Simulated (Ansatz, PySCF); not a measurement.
Reaction (SMILES): CSC [methylsulfanylmethane] -> [CH2]SC + H atom (the C-H bond at the site shown breaks; other sites are not compared here)
Each molecule is optimised on its own at B3LYP-D3(BJ)/def2-TZVP (Ansatz, a quantum-chemistry and plane-wave program), one conformer each, not searched for the lowest.
Geometry of the first species:
SMILES: CSC
```xyz
9

C      0.0016     1.3789    -0.5167
S      0.0002     0.0021     0.6601
C     -0.0019    -1.3822    -0.5079
H      0.0029     2.2993     0.0655
H      0.8930     1.3571    -1.1446
H     -0.8903     1.3593    -1.1440
H     -0.0029    -2.2988     0.0802
H     -0.8938    -1.3644    -1.1353
H      0.8895    -1.3666    -1.1359
```
Charge 0, spin multiplicity 1.

Property: bond dissociation energy (enthalpy at 298 K, with B3LYP-D3(BJ) rigid-rotor harmonic-oscillator terms from PySCF), in eV. Valence correlation only, unless marked. Open shells are spin-unrestricted. No spin-orbit coupling. No relativistic terms. CBS(X,Y): correlation extrapolated as X^-3; Hartree-Fock from the larger set. [CCSD(T)-MP2]/basis is that difference in the basis named.

RI-MP2/CBS(cc-pV(T+d)Z,cc-pV(Q+d)Z)+[CCSD(T)-MP2]/cc-pV(T+d)Z (Ansatz) gives 4.10 eV.

Another calculation gave 3.96 eV. Which level was it?
A. SVWN5/def2-TZVPD (Ansatz)
B. HF/def2-TZVPD (PySCF)
C. r2SCANh/def2-TZVPD (Ansatz)
D. B2GP-PLYP/def2-TZVPD (Ansatz)

D, B2GP-PLYP/def2-TZVPD (Ansatz). The others give 3.83 (r2SCANh), 3.10 (HF), 4.25 (SVWN5) eV.
